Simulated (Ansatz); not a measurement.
System: C3H6NO (charge 0, doublet). It need not be the lowest isomer of its formula. 
Coordinates optimised at B3LYP-D3(BJ)/def2-TZVP (Ansatz, a program for electronic structure):
SMILES: CN(C)[C]=O
```xyz
11

C     -1.2689    -0.5565    -0.5033
N     -0.1775     0.0404     0.2636
C     -0.4578     0.4402     1.6292
C      1.0338     0.2140    -0.2660
O      1.4520    -0.0476    -1.3571
H     -2.1031     0.1449    -0.5831
H     -0.9050    -0.8000    -1.4977
H     -1.6227    -1.4666    -0.0127
H      0.4435     0.8634     2.0655
H     -0.7742    -0.4204     2.2251
H     -1.2540     1.1893     1.6552
```
Charge 0, spin multiplicity 2.

Computed values are from Ansatz. Valence correlation only, unless marked. UHF or UKS for open shells. Spin-orbit coupling is left out. No relativistic terms. CBS marks a two-point X^-3 extrapolation of the correlation energy; Hartree-Fock from the larger set. The bracket is a focal-point correction in the basis named.

```yaml
atomisation energy De: 4372.4 kJ/mol at RI-MP2/CBS(cc-pVTZ,cc-pVQZ)+[CCSD(T)-MP2]/cc-pVTZ
total_energy: -247.5750 Eh at RI-MP2/CBS(cc-pVTZ,cc-pVQZ)+[CCSD(T)-MP2]/cc-pVTZ
dipole_moment: 3.95 D at CCSD(T)/aug-cc-pVDZ
T1 diagnostic: 0.017 at CCSD/cc-pVTZ
```
